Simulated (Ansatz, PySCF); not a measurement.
C4H5BFN, SMILES C#CB(F)/C=N/C. Atoms are numbered in the order given.

```xyz
12

C      2.9964    -0.9918     0.7854
C      2.0071    -0.3721     0.4376
B      0.7273     0.3542     0.0109
F      0.8009     1.6214    -0.3692
C     -0.6633    -0.3793     0.0179
N     -1.7175     0.2471    -0.3405
C     -2.9823    -0.4397    -0.3276
H      3.8763    -1.5290     1.0904
H     -0.7173    -1.4445     0.3374
H     -3.4212    -0.4023    -1.3396
H     -2.9246    -1.4961     0.0060
H     -3.6820     0.1093     0.3259
```

Geometry optimised at B3LYP-D3(BJ)/def2-SVP. The structure was generated by enumeration; whether it is a known compound was not checked. The values are those of a single conformer.

Two levels are set side by side: PBE-D3(BJ)/def2-SVP (Ansatz, an electronic-structure program) and B3LYP-D3(BJ)/def2-SVP (Ansatz). Each level has its own optimised geometry; the coordinates shown are those of the second. Frequencies come from the Hessian of PySCF at each geometry. Differences are taken from unrounded values.

| quantity | B3LYP-D3(BJ) |
|---|---|
| mean bond length (Å) | 1.261 |
| bond C1–C2 (Å) | 1.218 |
| bond C2–B3 (Å) | 1.532 |
| bond B3–F4 (Å) | 1.325 |
| bond B3–C5 (Å) | 1.572 |
| bond C5–N6 (Å) | 1.278 |
| bond N6–C7 (Å) | 1.439 |
| bond C1–H8 (Å) | 1.075 |
| bond C5–H9 (Å) | 1.113 |
| bond C7–H10 (Å) | 1.104 |
| bond C7–H11 (Å) | 1.109 |
| bond C7–H12 (Å) | 1.104 |
| highest harmonic wavenumber (cm⁻¹) | 3457 |
| mean harmonic wavenumber (cm⁻¹) | 1239 |
| zero-point energy (kcal/mol) | 53.13 |

What does PBE-D3(BJ) give, and how far is it from B3LYP-D3(BJ)? (The exact figures need the calculation; the answer reports its results.)


```csv
quantity,PBE-D3(BJ),PBE-D3(BJ) minus B3LYP-D3(BJ)
mean bond length (Å),1.268,0.007
bond C1–C2 (Å),1.230,0.012
bond C2–B3 (Å),1.534,0.002
bond B3–F4 (Å),1.335,0.010
bond B3–C5 (Å),1.576,0.003
bond C5–N6 (Å),1.288,0.011
bond N6–C7 (Å),1.439,-0.001
bond C1–H8 (Å),1.083,0.008
bond C5–H9 (Å),1.124,0.010
bond C7–H10 (Å),1.112,0.008
bond C7–H11 (Å),1.119,0.009
bond C7–H12 (Å),1.112,0.008
highest harmonic wavenumber (cm⁻¹),3391,-66
mean harmonic wavenumber (cm⁻¹),1202,-37
zero-point energy (kcal/mol),51.55,-1.58
```

Exact exchange shortens and stiffens bonds; PBE has none. Differences between two approximate levels are no errors against the true value.
